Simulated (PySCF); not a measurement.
CHF2, SMILES F[CH]F, multiplicity 2. Atoms are numbered in the order given.

```xyz
4

F      0.0282    -0.2406    -1.0905
C     -0.1494     0.4830     0.0000
F      0.0282    -0.2406     1.0905
H      0.3878     1.4319     0.0000
```
Charge 0, spin multiplicity 2.

Geometry: PBE0-D3(BJ)/def2-TZVP. The isomer is the one that the SMILES or the coordinates give; other isomers of the formula were not compared.

Computed with M06-2X/def2-TZVPD run with PySCF.

Mulliken values depend strongly on the basis, most of all with diffuse functions as here. ESP charges are fitted to the potential on shells at 1.4 to 2.0 van der Waals radii. Atomic charges (e):

```
atom  meta-Löwdin     ESP fit  Mulliken  Mulliken spin
----  -----------  ----------  --------  -------------
F1          -0.25  (withheld)     -0.20           0.03
C2           0.38  (withheld)      0.18           0.90
F3          -0.25  (withheld)     -0.20           0.03
H4           0.12  (withheld)      0.21           0.03
```

What belongs in the gaps? (The exact figures need the calculation; the answer reports its results.)


- F1, ESP fit: -0.08
- C2, ESP fit: -0.02
- F3, ESP fit: -0.08
- H4, ESP fit: 0.19
